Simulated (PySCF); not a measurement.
H₅GaN₂, SMILES `[NH2][GaH][NH2]`, neutral singlet in the gas phase. 

Cartesian coordinates (Å):
SMILES: [NH2][GaH][NH2]
```xyz
8

N      1.5244    -0.3989     0.0090
Ga     0.0451     0.6445    -0.1321
N     -1.5639    -0.1638     0.1021
H      1.5135    -1.3823     0.2151
H      2.4592    -0.0464    -0.0953
H      0.1513     2.1631    -0.4424
H     -2.4397     0.3242     0.0410
H     -1.6899    -1.1404     0.3025
```
Charge 0, spin multiplicity 1.

All levels are single points at this geometry (PBE0-D3(BJ)/def2-TZVP); Pople sets use spherical d functions. Orbital energies aren't observables, and empty levels follow the basis.

ωB97X-D3(BJ)/def2-TZVP in PySCF gives HOMO (eV) = -9.23.

Problem. Estimate the HOMO (eV) from each of these levels: PBE-D3(BJ)/def2-TZVP in PySCF; PBE0-D3(BJ)/def2-TZVP in PySCF; B3LYP/6-311+G** (LANL2DZ on Ga) in PySCF; B3LYP/LANL2DZ in PySCF; M06-2X/6-31G* in PySCF.

Solution. 
```
level                                     HOMO (eV)
----------------------------------------  ---------
PBE-D3(BJ)/def2-TZVP in PySCF                 -5.31
PBE0-D3(BJ)/def2-TZVP in PySCF                -6.70
B3LYP/6-311+G** (LANL2DZ on Ga) in PySCF      -6.54
B3LYP/LANL2DZ in PySCF                        -6.20
M06-2X/6-31G* in PySCF                        -7.77
```
